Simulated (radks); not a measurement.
The numbers below are computed, except where a source is named.
Isoelectronic series with 15 electrons, all held in the configuration [Ne] 3s2 3p3, which need not be the ground one along the series. Level of theory: non-relativistic Kohn-Sham, PBE, spin-polarised, spherical densities, point nucleus; open shells are filled with parallel spins first (spin-orbit coupling, left out, can overturn this in heavy ions) (a radial shooting solver on a logarithmic mesh with Libxc functionals). Total energies (hartree) and orbital eigenvalues (hartree) (* marks an orbital that is empty in some or all of the ions):

ion    E (hartree)   3p down*      3p up    3s down      3s up
P       -341.11568   -0.13735   -0.23129   -0.44123   -0.54128
Cl2+    -458.62173   -1.07248   -1.21623   -1.54750   -1.69807
K4+     -594.47233   -2.50699   -2.69557   -3.15243   -3.34831
Sc6+    -748.61069   -4.41060   -4.64206   -5.22585   -5.46470
V8+     -921.01158   -6.77242   -7.04578   -7.75710   -8.03762
Mn10+  -1111.66154   -9.58728   -9.90197  -10.74112  -11.06248
Co12+  -1320.55263  -12.85235  -13.20801  -14.17518  -14.53682
Cu14+  -1547.67980  -16.56594  -16.96232  -18.05762  -18.45914
Ga16+  -1793.03968  -20.72698  -21.16389  -22.38740  -22.82851
As18+  -2056.62993  -25.33473  -25.81205  -27.16381  -27.64428
Br20+  -2338.44885  -30.38868  -30.90632  -32.38636  -32.90601
Rb22+  -2638.49521  -35.88847  -36.44635  -38.05469  -38.61339
Nb26+  -3293.26664  -48.22457  -48.86275  -50.72773  -51.36421
